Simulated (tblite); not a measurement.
C6H8F2.
Z-matrix (Å and degrees, GFN2-xTB geometry), rows numbered from 1:
```
C 
C   1  1.3152
C   2  1.5069  1  134.95
C   3  1.5448  2   88.65  1  -164.61
C   4  1.5172  3  117.26  2  -130.39
F   5  1.3748  4  110.57  3    49.88
C   2  1.5084  1  133.19  3  -173.66
F   7  1.3745  2  116.55  1    46.81
H   1  1.0766  2  121.51  3   176.08
H   1  1.0768  2  121.42  3    -3.39
H   3  1.0894  2  112.65  1    81.34
H   3  1.0878  2  116.06  1   -45.71
H   4  1.0903  3  112.69  2   101.69
H   5  1.0951  4  111.20  3   -68.33
H   5  1.0949  4  111.39  3   168.36
H   7  1.0951  2  114.71  1   -78.98
```

Method: GFN2-xTB as coded in tblite; computed harmonic values from a numerical Hessian at the method's own geometry, unscaled. The method is semi-empirical: single wavenumbers can be off by several per cent or more. One conformer, not necessarily the lowest.

Harmonic wavenumbers (cm⁻¹): 57.6, 90.5, 197.5, 208.5, 242.0, 320.2, 400.4, 511.7, 597.0, 616.6, 693.2, 846.9, 880.8, 903.5, 929.3, 938.9, 964.3, 1031.8, 1073.5, 1079.8, 1103.8, 1135.8, 1151.3, 1189.8, 1198.8, 1215.3, 1237.2, 1279.2, 1310.8, 1326.9, 1397.4, 1437.3, 1443.9, 1779.8, 2929.4, 2945.7, 2951.6, 2992.8, 3003.5, 3014.5, 3104.2, 3132.3.

A = 3141, B = 1500, C = 1212 MHz; mass 118.059 u (most abundant isotopes); point group C1, symmetry number 1.

Question: What is the zero-point energy?

Answer: ½Σν̃ = 27433 cm⁻¹ = 328.16 kJ/mol.

Question: Give the ideal-gas entropy at 298.15 K and 1 bar in the rigid-rotor, harmonic-oscillator model (classical rotation).

Answer: Translation 168.36, rotation 118.92, vibration 82.71: S = 370.0 J/(mol K).

Question: And Cp and H(298.15 K) − H(0)?

Answer: Cp = 128.54 J/(mol K), of which vibrations give 95.28 (their classical limit is 42 R = 349.2); H(298.15 K) − H(0) = 23.35 kJ/mol without the zero-point energy, 13.44 from vibrations.

Question: What must be added to the electronic energy to get the Gibbs energy at 298.15 K and 1 bar?

Answer: ZPE + [H(298.15 K) − H(0)] − T·S = 328.16 + 23.35 − 110.31 = 241.20 kJ/mol.

Question: How do the functions run with temperature in this model?

Answer: 
```json
{"T (K)": "50", "S (J/(mol K))": "235.7", "Cp (J/(mol K))": "46.9", "H − H(0) (kJ/mol)": "1.93", "G − H(0) (kJ/mol)": "-9.85", "ln q(vib)": "0.30"}
{"T (K)": "100", "S (J/(mol K))": "273.3", "Cp (J/(mol K))": "63.4", "H − H(0) (kJ/mol)": "4.69", "G − H(0) (kJ/mol)": "-22.64", "ln q(vib)": "1.05"}
{"T (K)": "373.15", "S (J/(mol K))": "401.9", "Cp (J/(mol K))": "156.7", "H − H(0) (kJ/mol)": "34.06", "G − H(0) (kJ/mol)": "-115.91", "ln q(vib)": "5.91"}
{"T (K)": "500", "S (J/(mol K))": "453.8", "Cp (J/(mol K))": "198.5", "H − H(0) (kJ/mol)": "56.69", "G − H(0) (kJ/mol)": "-170.22", "ln q(vib)": "8.32"}
{"T (K)": "750", "S (J/(mol K))": "545.9", "Cp (J/(mol K))": "255.0", "H − H(0) (kJ/mol)": "113.97", "G − H(0) (kJ/mol)": "-295.48", "ln q(vib)": "13.14"}
{"T (K)": "1000", "S (J/(mol K))": "624.5", "Cp (J/(mol K))": "290.4", "H − H(0) (kJ/mol)": "182.47", "G − H(0) (kJ/mol)": "-442.05", "ln q(vib)": "17.77"}
```

q(vib) and H(0) count from the zero-point level.

Question: Blend soft modes into free rotors: weight 1/[1 + (100 cm⁻¹/ν̃)⁴] for the oscillator and the rest for a rotor with moment μB/(μ + B), μ = h/(8π²ν), B = 10⁻⁴⁴ kg m². What vibrational entropy results?

Answer: 76.77 J/(mol K) in place of 82.71, which changes −T·S at 298.15 K by +1.77 kJ/mol.

Question: Which modes carry the vibrational entropy at 298.15 K?

Answer: 57.6 cm⁻¹: 18.99; 90.5 cm⁻¹: 15.27; 197.5 cm⁻¹: 9.02; 208.5 cm⁻¹: 8.61; 242.0 cm⁻¹: 7.48; 320.2 cm⁻¹: 5.48 J/(mol K); the other 36 give 17.87 together.

Hindered rotation and anharmonicity are outside this model. Other conformers, if any are populated, would add a mixing term that is left out. The structure is chiral; the term R ln 2 for an equal mix with its mirror image is left out.
